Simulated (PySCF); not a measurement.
Al(H)(NCO)(OH) (CH₂AlNO₂), SMILES [AlH]([OH])[N]=C=O.

Geometry optimised at PBE0-D3(BJ)/def2-SVP. The values are those of a single conformer.

Level of theory: TDDFT-B3LYP/def2-SVPD (PySCF).

Vertical excitations. Gas-phase values at a fixed geometry. State labels are in the subgroup Cs.

```json
[
 {"state": "S1", "symmetry": "A\"", "energy (eV)": "6.05", "λ (nm)": "205", "f": "0.002", "main pairs": "HOMO→LUMO 98 %"},
 {"state": "S2", "symmetry": "A'", "energy (eV)": "6.55", "λ (nm)": "189", "f": "0.050", "main pairs": "HOMO−1→LUMO 76 %, HOMO→LUMO+1 15 %"},
 {"state": "S3", "symmetry": "A'", "energy (eV)": "6.90", "λ (nm)": "180", "f": "0.063", "main pairs": "HOMO→LUMO+1 79 %"},
 {"state": "S4", "symmetry": "A\"", "energy (eV)": "6.93", "λ (nm)": "179", "f": "0.001", "main pairs": "HOMO−1→LUMO+1 96 %"},
 {"state": "S5", "symmetry": "A\"", "energy (eV)": "7.40", "λ (nm)": "167", "f": "0.004", "main pairs": "HOMO−3→LUMO 61 %, HOMO−4→LUMO 24 %, HOMO−2→LUMO+1 11 %"},
 {"state": "S6", "symmetry": "A\"", "energy (eV)": "7.47", "λ (nm)": "166", "f": "0.001", "main pairs": "HOMO−4→LUMO 60 %, HOMO−1→LUMO+2 20 %"},
 {"state": "S7", "symmetry": "A'", "energy (eV)": "7.48", "λ (nm)": "166", "f": "0.042", "main pairs": "HOMO−2→LUMO 87 %"},
 {"state": "S8", "symmetry": "A\"", "energy (eV)": "7.58", "λ (nm)": "164", "f": "0.000", "main pairs": "HOMO−1→LUMO+2 50 %, HOMO−2→LUMO+1 17 %, HOMO−4→LUMO 10 %, HOMO−1→LUMO+4 8 %"},
 {"state": "S9", "symmetry": "A\"", "energy (eV)": "7.78", "λ (nm)": "159", "f": "0.188", "main pairs": "HOMO−2→LUMO+1 59 %, HOMO−3→LUMO 26 %"},
 {"state": "S10", "symmetry": "A'", "energy (eV)": "7.82", "λ (nm)": "159", "f": "0.192", "main pairs": "HOMO→LUMO+2 76 %"},
 {"state": "T1", "symmetry": "A\"", "energy (eV)": "5.90", "λ (nm)": "210", "f": "0", "main pairs": "HOMO→LUMO 95 %"},
 {"state": "T2", "symmetry": "A'", "energy (eV)": "5.93", "λ (nm)": "209", "f": "0", "main pairs": "HOMO−1→LUMO 91 %"},
 {"state": "T3", "symmetry": "A'", "energy (eV)": "6.54", "λ (nm)": "189", "f": "0", "main pairs": "HOMO→LUMO+1 84 %"},
 {"state": "T4", "symmetry": "A'", "energy (eV)": "6.70", "λ (nm)": "185", "f": "0", "main pairs": "HOMO−2→LUMO 93 %"}
]
```
Triplets are in the Tamm–Dancoff approximation, which puts them higher than full response would, so one can lie above its singlet here.
